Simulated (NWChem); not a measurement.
System: HTeCl; SMILES Cl[TeH]

Output (shortened):

```
             Northwest Computational Chemistry Package (NWChem) 7.3.0
             --------------------------------------------------------

 CS  symmetry detected

                             Geometry "geometry" -> ""
                             -------------------------

 Output coordinates in angstroms (scale by  1.889725989 to convert to a.u.)

  No.       Tag          Charge          X              Y              Z
 ---- ---------------- ---------- -------------- -------------- --------------
    1 Te                  52.0000     0.02765355     0.57442208     0.00000000
    2 H                    1.0000    -1.63693283     0.69782152     0.00000000
    3 Cl                  17.0000     0.01170284    -1.79810411     0.00000000

 Effective nuclear repulsion energy (a.u.)     216.6594177283

      Symmetry information
      --------------------

 Group name             Cs
 Group number              2
 Group order               2
 No. of unique centers     3

 Summary of "ao basis" -> "ao basis" (spherical)
 ------------------------------------------------------------------------------
       Tag                 Description            Shells   Functions and Types
 ---------------- ------------------------------  ------  ---------------------
 Te                         def2-svp                10       26   4s4p2d
 H                          def2-svp                 3        5   2s1p
 Cl                         def2-svp                 8       18   4s3p1d

      Symmetry analysis of basis
      --------------------------

        a'         35
        a"         14

            General Information
            -------------------
          SCF calculation type: DFT
          Wavefunction type:  closed shell.
          No. of atoms     :     3
          No. of electrons :    42
           Alpha electrons :    21
            Beta electrons :    21
          Charge           :     0
          Spin multiplicity:     1
          Use of symmetry is: on ; symmetry adaption is: on
          Maximum number of iterations: 150
          AO basis - number of functions:    49
                     number of shells:    21
          Convergence on energy requested:  1.00D-06
          Convergence on density requested:  1.00D-05
          Convergence on gradient requested:  5.00D-04

              XC Information
              --------------
          PerdewBurkeErnzerhof Exchange Functional  1.000
            Perdew 1991 LDA Correlation Functional  1.000 local
           PerdewBurkeErnz. Correlation Functional  1.000 non-local

             Grid Information
             ----------------
          Grid used for XC integration:  medium
          Radial quadrature: Mura-Knowles
          Angular quadrature: Lebedev.
          Tag              B.-S. Rad. Rad. Pts. Rad. Cut. Ang. Pts.
          ---              ---------- --------- --------- ---------
          Te                  1.40      123           8.0       590
          H                   0.35       45           8.0       434
          Cl                  1.00       88           9.0       590
          Grid pruning is: on
          Number of quadrature shells:   256
          Spatial weights used:  Erf1

      Superposition of Atomic Density Guess
      -------------------------------------

 Sum of atomic energies:        -771.04651661

      Non-variational initial energy
      ------------------------------

 Total energy =    -726.882115
 1-e energy   =   -1304.984812
 2-e energy   =     476.486657
 HOMO         =      -0.229072
 LUMO         =      -0.074604

      Symmetry analysis of molecular orbitals - initial
      -------------------------------------------------

  Numbering of irreducible representations:

     1 a'          2 a"

  Orbital symmetries:

     1 a'          2 a'          3 a'          4 a'          5 a"
     6 a'          7 a'          8 a'          9 a"         10 a'
    11 a'         12 a'         13 a"         14 a"         15 a'
    16 a'         17 a'         18 a'         19 a"         20 a'
    21 a"         22 a'         23 a'         24 a'         25 a'
    26 a'         27 a'         28 a"         29 a"         30 a"
    31 a'

     ---------------------------------------------
      Total Density - Mulliken Population Analysis
     ---------------------------------------------

    Atom       Charge   Shell Charges
 -----------   ------   -------------------------------------------------------
    1 Te  24    23.70   1.77  0.27  1.21  0.64  2.89  3.14  1.86  1.85  9.85  0.22
    2 H    1     0.90   0.58  0.31  0.01
    3 Cl  17    17.40   2.00  1.99  1.23  0.73  5.94  2.11  3.39  0.01

   convergence    iter        energy       DeltaE   RMS-Dens  Diis-err
 ---------------- ----- ----------------- --------- --------- ---------
 d= 0,ls=0.0,diis     1   -728.4363682212 -8.30D+02  2.53D-02  2.75D-01
 d= 0,ls=0.0,diis     2   -728.4083266828  2.80D-02  1.72D-02  3.37D-01
 d= 0,ls=0.0,diis     3   -728.4601686271 -5.18D-02  6.06D-03  6.79D-02
 d= 0,ls=0.0,diis     4   -728.4714050237 -1.12D-02  1.46D-03  4.71D-03
 d= 0,ls=0.0,diis     5   -728.4721707646 -7.66D-04  2.99D-04  1.04D-04
  Resetting Diis
 d= 0,ls=0.0,diis     6   -728.4721913783 -2.06D-05  8.28D-05  9.35D-06
 d= 0,ls=0.0,diis     7   -728.4721927839 -1.41D-06  5.40D-05  7.51D-07
 d= 0,ls=0.0,diis     8   -728.4721924852  2.99D-07  3.43D-05  2.21D-06
 d= 0,ls=0.0,diis     9   -728.4721929493 -4.64D-07  4.79D-06  3.92D-08

         Total DFT energy =     -728.472192949309
      One electron energy =    -1305.518101464145
           Coulomb energy =      524.609593002376
    Exchange-Corr. energy =      -49.179724959744
 Nuclear repulsion energy =      101.616040472204

 Numeric. integr. density =       41.999983001350

                  Occupations of the irreducible representations
                  ----------------------------------------------

                     irrep           alpha         beta
                     --------     --------     --------
                     a'               15.0         15.0
                     a"                6.0          6.0

                       DFT Final Molecular Orbital Analysis
                       ------------------------------------

 Vector   19  Occ=2.000000D+00  E=-2.901148D-01  Symmetry=a"
              MO Center=  1.0D-02, -1.4D+00,  2.9D-17, r^2= 2.0D+00
   Bfn.  Coefficient  Atom+Function         Bfn.  Coefficient  Atom+Function
  ----- ------------  ---------------      ----- ------------  ---------------
    44      0.566999  3 Cl pz                41      0.423823  3 Cl pz
    38      0.248260  3 Cl pz                13      0.235397  1 Te pz
    16      0.211801  1 Te pz                10     -0.095123  1 Te pz
     7     -0.074471  1 Te pz                23     -0.052299  1 Te d -1
    18      0.036983  1 Te d -1              46      0.028197  3 Cl d -1

 Vector   20  Occ=2.000000D+00  E=-2.690844D-01  Symmetry=a'
              MO Center= -9.3D-02, -1.4D+00, -1.5D-16, r^2= 2.3D+00
   Bfn.  Coefficient  Atom+Function         Bfn.  Coefficient  Atom+Function
  ----- ------------  ---------------      ----- ------------  ---------------
    42      0.610400  3 Cl px                39      0.445167  3 Cl px
    36      0.259908  3 Cl px                27      0.191740  2 H  s
    11     -0.160694  1 Te px                28      0.149491  2 H  s
     4     -0.136194  1 Te s                  3     -0.131133  1 Te s
     8      0.059869  1 Te px                12     -0.056530  1 Te py

 Vector   21  Occ=2.000000D+00  E=-1.969112D-01  Symmetry=a"
              MO Center=  9.1D-04,  1.7D-01, -1.5D-15, r^2= 3.0D+00
   Bfn.  Coefficient  Atom+Function         Bfn.  Coefficient  Atom+Function
  ----- ------------  ---------------      ----- ------------  ---------------
    13      0.566386  1 Te pz                16      0.509347  1 Te pz
    44     -0.338361  3 Cl pz                41     -0.230777  3 Cl pz
    10     -0.218863  1 Te pz                 7     -0.170338  1 Te pz
    38     -0.133071  3 Cl pz

 Vector   22  Occ=0.000000D+00  E=-1.248071D-01  Symmetry=a'
              MO Center=  1.6D-02,  4.9D-02, -1.0D-15, r^2= 3.6D+00
   Bfn.  Coefficient  Atom+Function         Bfn.  Coefficient  Atom+Function
  ----- ------------  ---------------      ----- ------------  ---------------
    15      0.639735  1 Te py                43      0.537841  3 Cl py
    12      0.523912  1 Te py                40      0.304176  3 Cl py
     3     -0.259043  1 Te s                 35      0.254979  3 Cl s
     9     -0.197320  1 Te py                37      0.175229  3 Cl py
    34      0.158860  3 Cl s                  6     -0.152618  1 Te py

 Vector   23  Occ=0.000000D+00  E=-4.485161D-02  Symmetry=a'
              MO Center= -5.3D-01,  5.5D-01,  2.2D-15, r^2= 3.6D+00
   Bfn.  Coefficient  Atom+Function         Bfn.  Coefficient  Atom+Function
  ----- ------------  ---------------      ----- ------------  ---------------
    28      1.136203  2 H  s                 14      0.918993  1 Te px
     4     -0.478926  1 Te s                 11      0.416777  1 Te px
     3     -0.388274  1 Te s                 27      0.333316  2 H  s
     8     -0.155303  1 Te px                42     -0.137659  3 Cl px
     2      0.136743  1 Te s                 43      0.135890  3 Cl py

[...]

                         DFT ENERGY GRADIENTS

    atom               coordinates                        gradient
                 x          y          z           x          y          z
   1 Te      0.052258   1.085500   0.000000   -0.005693  -0.005643   0.000000
   2 H      -3.093355   1.318691   0.000000    0.005974  -0.000902   0.000000
   3 Cl      0.022115  -3.397924   0.000000   -0.000281   0.006545   0.000000
```

Level: PBE/def2-SVP with def2 effective core potentials on Te. The geometry was optimised at PBE0/def2-SVP. def2 effective core potentials on Te; no spin-orbit coupling.

Problem. Reconstruct the input file.

Solution. This is not unique; one that fits is the input that was run:
```
start job
memory heap 200 mb stack 900 mb global 1100 mb
geometry units angstroms noautoz
  Te     0.028546     0.568206     0.000000
  H     -1.637055     0.677057     0.000000
  Cl     0.033325    -1.804369     0.000000
end
basis spherical
  Te library def2-svp
  H library def2-svp
  Cl library def2-svp
end
ecp
  Te library def2-ecp
end
dft
  xc xpbe96 cpbe96
  iterations 150
  mulliken
end
task dft gradient
```
